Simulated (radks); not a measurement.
Neutral europium inside a hard spherical wall (all orbitals vanish at R), configuration held at [Xe] 4f7 6s2 and not refilled when levels cross. Method: scalar-relativistic Kohn-Sham, PBE, spin-polarised, spherical densities, finite nucleus; open shells are filled with parallel spins first (spin-orbit coupling, left out, can overturn this in heavy ions); Fermi nuclear charge, rms radius 5.1115 fm; computed with a radial shooting solver on a logarithmic mesh with Libxc functionals. Eigenvalues in eV for spin up, with the zero of energy where the potential of the charges vanishes at infinity; a dash marks a level that is unbound or too diffuse for the functional's potential to be trusted. A positive occupied level is held by the wall or, in an anion where self-interaction has pushed it up, behind a barrier. The pressure on the wall is -dE/dV.

[
 {"R (bohr)": "free", "E (hartree)": "-10843.6049", "kinetic (hartree)": "11615.466", "e(5s)": "-45.688", "e(5p)": "-24.553", "e(4f)": "-4.101", "e(6s)": "-3.723", "e(5d, empty)": "-1.792", "e(6p, empty)": "-1.237", "pressure (GPa)": "0"},
 {"R (bohr)": "20", "E (hartree)": "-10843.6049", "kinetic (hartree)": "11615.466", "e(5s)": "-45.688", "e(5p)": "-24.553", "e(4f)": "-4.101", "e(6s)": "-3.722", "e(5d, empty)": "-1.792", "e(6p, empty)": "-1.236", "pressure (GPa)": "< 0.0001"},
 {"R (bohr)": "12", "E (hartree)": "-10843.6044", "kinetic (hartree)": "11615.472", "e(5s)": "-45.642", "e(5p)": "-24.508", "e(4f)": "-4.056", "e(6s)": "-3.689", "e(5d, empty)": "-1.750", "e(6p, empty)": "-1.125", "pressure (GPa)": "0.00799"},
 {"R (bohr)": "7", "E (hartree)": "-10843.5534", "kinetic (hartree)": "11615.746", "e(5s)": "-44.281", "e(5p)": "-23.174", "e(4f)": "-2.708", "e(6s)": "-2.324", "e(5d, empty)": "-0.476", "e(6p, empty)": "1.323", "pressure (GPa)": "2.21"},
 {"R (bohr)": "6", "E (hartree)": "-10843.4772", "kinetic (hartree)": "11616.064", "e(5s)": "-43.226", "e(5p)": "-22.158", "e(4f)": "-1.645", "e(6s)": "-0.819", "e(5d, empty)": "0.627", "e(6p, empty)": "3.723", "pressure (GPa)": "7.67"},
 {"R (bohr)": "5", "E (hartree)": "-10843.2725", "kinetic (hartree)": "11616.842", "e(5s)": "-41.398", "e(5p)": "-20.428", "e(4f)": "0.263", "e(6s)": "2.652", "e(5d, empty)": "2.761", "e(6p, empty)": "8.924", "pressure (GPa)": "31.2"},
 {"R (bohr)": "2.5", "E (hartree)": "-10834.8004", "kinetic (hartree)": "11646.970", "e(5s)": "-13.929", "e(5p)": "9.193", "e(4f)": "32.364", "e(6s)": "91.762", "e(5d, empty)": "44.005", "e(6p, empty)": "115.94", "pressure (GPa)": "5920"},
 {"R (bohr)": "1.5", "E (hartree)": "-10767.3334", "kinetic (hartree)": "11849.696", "e(5s)": "129.97", "e(5p)": "175.44", "e(4f)": "141.06", "e(6s)": "519.74", "e(5d, empty)": "246.01", "e(6p, empty)": "570.33", "pressure (GPa)": "212000"}
]
